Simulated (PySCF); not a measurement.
**Partial charges of `CC(=O)CC(=O)CC#N`**

Species: C6H7NO2.
Cartesian coordinates in Å at the GFN2-xTB level; atoms count from 1:
```
atom  x, y, z in Å
C1    -2.4737    0.3214   -0.4840
C2    -1.1065    0.6130    0.0505
O3    -0.8949    1.1842    1.0880
C4     0.0354    0.0837   -0.8187
C5     0.7382   -0.9910   -0.0157
O6     0.5404   -2.1633   -0.1753
C7     1.6619   -0.4359    1.0558
C8     2.7648    0.2589    0.4468
N9     3.6291    0.8076   -0.0608
H10   -2.5829   -0.7536   -0.6173
H11   -3.2346    0.6873    0.2004
H12   -2.5976    0.7942   -1.4564
H13    0.7308    0.9005   -1.0181
H14   -0.3461   -0.3365   -1.7472
H15    2.0380   -1.2442    1.6872
H16    1.0900    0.2828    1.6560
```

Density: PBE0/pcSseg-1 (PySCF); schemes: Mulliken, IAO, Hirshfeld and ESP-fitted. The structure is a single GFN2-xTB conformer in the gas phase; no vibrational or solvent corrections.

**Question.** Do the Mulliken, IAO, Hirshfeld and ESP-fitted schemes agree on where the charge is lowest?

**Answer.** The schemes don't all agree: Mulliken O3 (-0.353); IAO C1 (-0.476); Hirshfeld N9 (-0.220); ESP-fitted C4 (-0.632).

**Question.** At which atom do the 4 schemes differ most?

**Answer.** At C2: from +0.144 (Mulliken) to +0.775 e (ESP-fitted), 0.631 e apart.

**Question.** What partial charge does each atom carry?

**Answer.** In e:

```tsv
atom	environment	Mulliken	IAO	Hirshfeld	ESP-fitted
C1	methyl carbon next to a carbonyl	-0.248	-0.476	-0.116	-0.604
C2	ketone carbonyl carbon	+0.144	+0.406	+0.187	+0.775
O3	ketone oxygen	-0.353	-0.406	-0.211	-0.523
C4	sp3 carbon next to a carbonyl	-0.246	-0.379	-0.087	-0.632
C5	ketone carbonyl carbon	+0.210	+0.412	+0.184	+0.767
O6	ketone oxygen	-0.318	-0.378	-0.215	-0.492
C7	sp3 carbon next to a carbonyl	-0.192	-0.361	-0.053	-0.586
C8	nitrile carbon	+0.041	+0.140	+0.089	+0.467
N9	nitrile nitrogen	-0.239	-0.239	-0.220	-0.485
H10	methyl hydrogen	+0.153	+0.174	+0.064	+0.175
H11	methyl hydrogen	+0.148	+0.171	+0.057	+0.168
H12	methyl hydrogen	+0.150	+0.170	+0.063	+0.177
H13	methylene hydrogen	+0.195	+0.185	+0.060	+0.189
H14	methylene hydrogen	+0.150	+0.169	+0.058	+0.172
H15	methylene hydrogen	+0.186	+0.199	+0.076	+0.207
H16	methylene hydrogen	+0.220	+0.213	+0.065	+0.226
```

Mean size of the charges over all atoms: ESP-fitted 0.415 e, IAO 0.280 e, Mulliken 0.200 e, Hirshfeld 0.113 e. Each set sums to the total charge, 0, to within 0.001 e. The IAO scheme projects the occupied orbitals on a minimal set of polarised atomic orbitals and counts the electrons in each atom's part of it. The ESP scheme fits charges at the nuclei, held to the total charge, to the electrostatic potential on points at 1.4 to 2.0 times the van der Waals radii.

**Question.** How closely do the schemes follow one another over all atoms?

**Answer.** Correlation coefficient and root-mean-square difference: IAO with ESP-fitted 0.97, 0.192 e; Mulliken with IAO 0.95, 0.119 e; Hirshfeld with ESP-fitted 0.92, 0.354 e; IAO with Hirshfeld 0.92, 0.190 e; Mulliken with Hirshfeld 0.91, 0.107 e; Mulliken with ESP-fitted 0.88, 0.300 e.

**Question.** Sum the charges by element, for elements with more than one atom.

**Answer.** 
```json
{"element": "C", "atoms": "6", "Mulliken": "-0.290", "IAO": "-0.258", "Hirshfeld": "+0.204", "ESP-fitted": "+0.187"}
{"element": "O", "atoms": "2", "Mulliken": "-0.672", "IAO": "-0.783", "Hirshfeld": "-0.426", "ESP-fitted": "-1.015"}
{"element": "H", "atoms": "7", "Mulliken": "+1.201", "IAO": "+1.281", "Hirshfeld": "+0.442", "ESP-fitted": "+1.314"}
```

**Question.** How many electrons does the Mulliken scheme count on C1?

**Answer.** Z − q = 6 − (-0.248) = 6.248.
